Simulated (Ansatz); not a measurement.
Start from `OCO[SiH2]F` and change one atom or group to get `C#CO[SiH2]F`.

Ansatz, PBE0-D4/def2-TZVP geometries, multiplicity 1. Each molecule was computed in one conformer, which needn't be the lowest.

```tsv
property	`OCO[SiH2]F`
size of the dipole moment (ωB97M-V/def2-TZVPP) / D	2.15
HOMO–LUMO gap (PBE/def2-TZVPP) / eV	6.95
HOMO energy (PBE/def2-TZVPP) / eV	-7.16
HOMO energy (ωB97M-V/def2-TZVPP) / eV	-11.22
LUMO energy (PBE0/def2-TZVPP) / eV	0.69
HOMO energy (B3LYP/def2-TZVPP) / eV	-8.57
```

Task: Give the same properties after the change, and the shifts. (Best estimate.)

Result: The calculation gave: 
```csv
property,`C#CO[SiH2]F`,shift
size of the dipole moment (ωB97M-V/def2-TZVPP) / D,1.57,-0.58
HOMO–LUMO gap (PBE/def2-TZVPP) / eV,5.26,-1.69
HOMO energy (PBE/def2-TZVPP) / eV,-6.26,0.90
HOMO energy (ωB97M-V/def2-TZVPP) / eV,-9.83,1.39
LUMO energy (PBE0/def2-TZVPP) / eV,-0.10,-0.79
HOMO energy (B3LYP/def2-TZVPP) / eV,-7.31,1.26
```

With PBE0 the HOMO rises by 1.25 eV and the LUMO falls by 0.79 eV, so the gap narrows by about 2.04 eV. PBE moves the HOMO by 0.90 eV and ωB97M-V by 1.39 eV. Dipoles are sizes alone; their direction can turn.

B3LYP here is the variant with VWN-RPA as its local correlation; programs differ in this.
